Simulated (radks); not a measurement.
Question: These are the eigenvalues of the occupied orbitals of an atom or ion with whole-number occupations (eV). All-electron calculation, Dirac Kohn-Sham, LDA (Slater exchange, Perdew-Wang correlation), spin-unpolarised, spherical densities, point nucleus. Program: a radial shooting solver on a logarithmic mesh with Libxc functionals.

1s1/2: -90451.95
2s1/2: -16238.31
2p1/2: -15604.14
2p3/2: -13286.38
3s1/2: -3918.708
3p1/2: -3631.908
3p3/2: -3113.051
3d3/2: -2642.218
3d5/2: -2532.159
4s1/2: -898.5006
4p1/2: -773.8901
4p3/2: -645.7634
4d3/2: -442.8895
4d5/2: -418.9789
5s1/2: -157.4438
4f5/2: -155.3856
4f7/2: -149.8911
5p1/2: -114.0909
5p3/2: -89.1884
5d3/2: -28.8621
5d5/2: -25.8448
6s1/2: -14.6739
6p1/2: -6.2234
6p3/2: -4.2548

Which element is it, and in what charge state? The configuration may be excited. Open shells, if any, are shared by 2j + 1.

Answer: Z = 83, bismuth, charge 0: Bi in [Hg] 6p3. The list shows which subshells hold electrons but not how many an open one holds; the 1s level, -3324 hartree, gives Z - s = 81.5 by -(Z - s)^2/2, which with screening and relativity narrows Z to a few neighbours, and the depths of the outer levels then fix element, charge and occupations together.
